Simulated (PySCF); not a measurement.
CH$_{9}$BO$_{3}$Si$_{2}$ (SMILES COB(O[SiH3])O[SiH3]), singlet, at a GFN2-xTB geometry; CASCI(4,4)/STO-3G run with PySCF.

Input for PySCF:
```python
from pyscf import gto, scf, mcscf
import numpy

mol = gto.Mole()
mol.atom = '''
    B     0.102021   -0.049752    0.083814
    O     1.133555    0.794287    0.377203
    C     1.267493    2.081298   -0.179921
    H     0.314897    2.617523   -0.177714
    H     1.994999    2.618917    0.428943
    H     1.630470    2.015418   -1.209262
    O     0.096962   -1.250017    0.681374
    Si    0.948135   -2.141783    1.729926
    H     2.314130   -2.337695    1.240226
    H     0.171921   -3.380028    1.731630
    H     0.967183   -1.487995    3.040127
    O    -0.891844    0.260920   -0.755228
    Si   -1.807866    1.093590   -1.777164
    H    -0.957988    1.864582   -2.692467
    H    -2.636589    1.997361   -0.975802
    H    -2.587229    0.086060   -2.490683
'''
mol.basis = 'sto-3g'
mol.charge = 0
mol.spin = 0
mol.verbose = 4
mol.build()

mf = scf.RHF(mol)
mf.kernel()
mc = mcscf.CASCI(mf, 4, 4)
mc.fix_spin_(ss=0.0)
mc.kernel()
occ = numpy.linalg.eigvalsh(mc.fcisolver.make_rdm1(mc.ci, mc.ncas, mc.nelecas))[::-1]
ss = mc.fcisolver.spin_square(mc.ci, mc.ncas, mc.nelecas)[0]
print('natural occupations', occ.round(4), ' <S^2>', round(ss, 4))
```

What the program printed (banner, timings and long lists left out):

```
PySCF version 2.14.0

[INPUT] verbose = 4
[INPUT] num. atoms = 16
[INPUT] num. electrons = 72
[INPUT] charge = 0
[INPUT] spin (= nelec alpha-beta = 2S) = 0
[INPUT] symmetry False subgroup None
[INPUT] Mole.unit = angstrom
[INPUT] Symbol           X                Y                Z      unit          X                Y                Z       unit  Magmom
[INPUT]  1 B      0.102021000000  -0.049752000000   0.083814000000 AA    0.192791748954  -0.094017654149   0.158385505404 Bohr   0.0
[INPUT]  2 O      1.133555000000   0.794287000000   0.377203000000 AA    2.142108497131   1.500984894302   0.712810363364 Bohr   0.0
[INPUT]  3 C      1.267493000000   2.081298000000  -0.179921000000 AA    2.395214634803   3.933083203605  -0.340001414058 Bohr   0.0
[INPUT]  4 H      0.314897000000   2.617523000000  -0.177714000000 AA    0.595069087447   4.946401594750  -0.335830788501 Bohr   0.0
[INPUT]  5 H      1.994999000000   2.618917000000   0.428943000000 AA    3.770001728781   4.949035872968   0.810584793049 Bohr   0.0
[INPUT]  6 H      1.630470000000   2.015418000000  -1.209262000000 AA    3.081141754320   3.808588046519  -2.285173992844 Bohr   0.0
[INPUT]  7 O      0.096962000000  -1.250017000000   0.681374000000 AA    0.183231624490  -2.362189781050   1.287610248399 Bohr   0.0
[INPUT]  8 Si     0.948135000000  -2.141783000000   1.729926000000 AA    1.791715479114  -4.047383288249   3.269086355764 Bohr   0.0
[INPUT]  9 H      2.314130000000  -2.337695000000   1.240226000000 AA    4.373071916640  -4.417603312765   2.343687472565 Bohr   0.0
[INPUT] 10 H      0.171921000000  -3.380028000000   1.731630000000 AA    0.324883605061  -6.387327213361   3.272306449081 Bohr   0.0
[INPUT] 11 H      0.967183000000  -1.487995000000   3.040127000000 AA    1.827710982335  -2.811903024722   5.745007413896 Bohr   0.0
[INPUT] 12 O     -0.891844000000   0.260920000000  -0.755228000000 AA   -1.685340905837   0.493067340422  -1.427174081603 Bohr   0.0
[INPUT] 13 Si    -1.807866000000   1.093590000000  -1.777164000000 AA   -3.416371609913   2.066585592563  -3.358353238437 Bohr   0.0
[INPUT] 14 H     -0.957988000000   1.864582000000  -2.692467000000 AA   -1.810334950620   3.523549316794  -5.088025229429 Bohr   0.0
[INPUT] 15 H     -2.636589000000   1.997361000000  -0.975802000000 AA   -4.982431113041   3.774465261887  -1.843998531803 Bohr   0.0
[INPUT] 16 H     -2.587229000000   0.086060000000  -2.490683000000 AA   -4.889154231532   0.162629830280  -4.706708733110 Bohr   0.0

nuclear repulsion = 444.84919095537
number of shells = 34
number of NR pGTOs = 156
number of NR cGTOs = 52
basis = sto-3g
ecp = {}

******** <class 'pyscf.scf.hf.RHF'> ********
method = RHF
initial guess = minao
damping factor = 0
level_shift factor = 0
DIIS = <class 'pyscf.scf.diis.CDIIS'>
diis_start_cycle = 1
diis_space = 8
diis_damp = 0
SCF conv_tol = 1e-09
SCF conv_tol_grad = None
SCF max_cycles = 50
direct_scf = True
direct_scf_tol = 1e-13
Set gradient conv threshold to 3.16228e-05
Initial guess from minao.
init E= -860.730716497475
  HOMO = -0.394356169434989  LUMO = 0.183189279827114  gap/eV = 15.71581
cycle= 1 E= -859.806158534964  delta_E= 0.925  |g|= 0.671  |ddm|= 4.71
  HOMO = -0.19976062624129  LUMO = 0.453795817805051  gap/eV = 17.78418
cycle= 2 E= -859.954967955033  delta_E= -0.149  |g|= 0.187  |ddm|= 1.12
  HOMO = -0.309828799465346  LUMO = 0.422378722105894  gap/eV = 19.92438
cycle= 3 E= -859.965395895049  delta_E= -0.0104  |g|= 0.0328  |ddm|= 0.255
  HOMO = -0.309495619512562  LUMO = 0.41661669892512  gap/eV = 19.75852
cycle= 4 E= -859.965935231578  delta_E= -0.000539  |g|= 0.0079  |ddm|= 0.0695
  HOMO = -0.31128406008916  LUMO = 0.416676947406006  gap/eV = 19.80883
cycle= 5 E= -859.965959590062  delta_E= -2.44e-05  |g|= 0.00171  |ddm|= 0.0126
  HOMO = -0.311064606534662  LUMO = 0.416886955761166  gap/eV = 19.80857
cycle= 6 E= -859.965961541803  delta_E= -1.95e-06  |g|= 0.000294  |ddm|= 0.00438
  HOMO = -0.311196306255558  LUMO = 0.416738437153001  gap/eV = 19.80811
cycle= 7 E= -859.965961601151  delta_E= -5.93e-08  |g|= 6.73e-05  |ddm|= 0.000738
  HOMO = -0.311196873173814  LUMO = 0.416738659149113  gap/eV = 19.80813
cycle= 8 E= -859.965961604751  delta_E= -3.6e-09  |g|= 1.19e-05  |ddm|= 0.0002
  HOMO = -0.311194352279089  LUMO = 0.416741272670766  gap/eV = 19.80814
cycle= 9 E= -859.965961604866  delta_E= -1.16e-10  |g|= 3.14e-06  |ddm|= 3.58e-05
  HOMO = -0.311194506915701  LUMO = 0.416740841691658  gap/eV = 19.80813
Extra cycle  E= -859.965961604868  delta_E= -2.27e-12  |g|= 1.19e-06  |ddm|= 6.31e-06
converged SCF energy = -859.965961604868

******** <class 'pyscf.mcscf.casci.CASCI'> ********
CAS (2e+2e, 4o), ncore = 34, nvir = 14
natorb = False
canonicalization = True
sorting_mo_energy = False
******** <class 'pyscf.fci.addons.SpinPenaltyFCISolver'> ********
max. cycles = 200
conv_tol = 1e-08
davidson only = True
linear dependence = 1e-12
level shift = 0.001
max iter space = 12
nroots = 1
pspace_size = 400
spin = None
Density matrix diagonal elements [1.99960875e+00 1.99736837e+00 2.78570566e-03 2.37167808e-04]
CASCI converged
CASCI E = -859.967709828956  E(CI) = -3.18847852452882  S^2 = 0.0000000
natural occupations [1.9996e+00 1.9974e+00 2.8000e-03 2.0000e-04]  <S^2> 0.0
```
